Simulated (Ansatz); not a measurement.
Species: sum formula H4Si2OF (charge 0, doublet). It need not be the lowest isomer of its formula. 
Geometry from a B3LYP-D3(BJ)/def2-TZVP (Ansatz, a quantum-chemistry and plane-wave program) optimisation:
```xyz
8

F      1.9042    -0.7413     0.3856
Si     1.0215     0.5782     0.6495
O     -0.3586     0.4690    -0.2023
Si    -1.7157    -0.3643    -0.6280
H      1.7996     1.7307     0.1104
H     -1.3800    -1.3543    -1.6732
H     -2.2690    -1.0576     0.5568
H     -2.6998     0.6070    -1.1474
```
Charge 0, spin multiplicity 2.

Wanted: atomisation energy (electronic, to ground-state atoms), in kJ/mol. Correlated levels leave the core frozen unless marked. UHF or UKS for open shells. Spin-orbit coupling is left out. No relativistic terms. The coupled-cluster limit lacks core correlation, which all-electron functionals hold. CBS(X,Y): correlation extrapolated as X^-3; Hartree-Fock from the larger set. The bracket is a focal-point correction in the basis named.

```json
[
 {"level": "HF/aug-cc-pV(T+d)Z", "program": "Ansatz", "atomisation energy (kJ/mol)": "2084.5"},
 {"level": "r2SCANh-D4/def2-TZVPD", "program": "Ansatz + dftd4", "atomisation energy (kJ/mol)": "2748.2"},
 {"level": "r2SCANh/def2-TZVPD", "program": "Ansatz", "atomisation energy (kJ/mol)": "2744.2"},
 {"level": "HSE06-D4/def2-TZVPD", "program": "Ansatz + dftd4", "atomisation energy (kJ/mol)": "2710.4"},
 {"level": "CAM-B3LYP/def2-TZVPD", "program": "Ansatz", "atomisation energy (kJ/mol)": "2765.7"},
 {"level": "B2GP-PLYP-D3(BJ)/def2-TZVPD", "program": "Ansatz + dftd3", "atomisation energy (kJ/mol)": "2736.5"},
 {"level": "RPA@PBE/cc-pV(Q+d)Z", "program": "Ansatz", "atomisation energy (kJ/mol)": "2609.8"},
 {"level": "MP2/CBS(aug-cc-pV(T+d)Z,aug-cc-pV(Q+d)Z)", "program": "Ansatz", "atomisation energy (kJ/mol)": "2837.5"},
 {"level": "RI-MP2/cc-pV(Q+d)Z", "program": "Ansatz", "atomisation energy (kJ/mol)": "2800.9"},
 {"level": "SCS-MP2/6-31G", "program": "Ansatz", "atomisation energy (kJ/mol)": "2053.2"},
 {"level": "SCS-MP2/aug-cc-pV(D+d)Z", "program": "Ansatz", "atomisation energy (kJ/mol)": "2585.4"},
 {"level": "CCSD/aug-cc-pV(T+d)Z", "program": "Ansatz", "atomisation energy (kJ/mol)": "2674.6"},
 {"level": "CCSD/CBS(aug-cc-pV(T+d)Z,aug-cc-pV(Q+d)Z)", "program": "Ansatz", "atomisation energy (kJ/mol)": "2746.4"},
 {"level": "RI-MP2/CBS(cc-pV(T+d)Z,cc-pV(Q+d)Z)+[CCSD(T)-MP2]/cc-pV(T+d)Z", "program": "Ansatz", "atomisation energy (kJ/mol)": "2775.6"},
 {"level": "CCSD(T)/CBS(aug-cc-pV(T+d)Z,aug-cc-pV(Q+d)Z)", "program": "Ansatz", "atomisation energy (kJ/mol)": "2783.0"}
]
```
